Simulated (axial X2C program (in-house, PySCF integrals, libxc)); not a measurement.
## Which molecule has these constants?

All values come from calculations with an in-house all-electron X2C program for linear molecules (integrals from PySCF), spin-free (one-electron X2C) or two-component (2c: spin–orbit coupling with atomic mean-field Coulomb and Gaunt terms, which also bring small scalar terms), in Dyall basis sets with cores contracted in-house; open shells are unrestricted.

A two-component PBE0 calculation in a Dyall 3-zeta basis gave Re = 2.755 Å, ωe = 231.3 cm⁻¹, De = 1.05 eV, Ω = 3/2.

Problem. Which molecule is it?
A. RbN⁻
B. CsN⁻
C. LiN⁻
D. KN⁻

Solution. A. The others have KN⁻ 2.637 Å and 262.9 cm⁻¹ (Ω = 3/2); CsN⁻ 2.813 Å and 230.9 cm⁻¹ (Ω = 3/2); LiN⁻ 1.915 Å and 589.1 cm⁻¹ (Ω = 3/2).

Each entry is the lowest single determinant of a limited PBE0 search at one distance. De goes to single-determinant-based atoms at the same level (for ions the charge split of lowest energy) and is withheld (n/a) where an atom does not fit its ground term or J level. Main or longest-lived isotopes. One determinant is a doubtful description, or other states lie close, for RbN⁻, KN⁻, CsN⁻, LiN⁻; these need not be ground states, and all values refer to the states named. With several unpaired electrons the Ω given is that of one determinant, not necessarily of the lowest component.
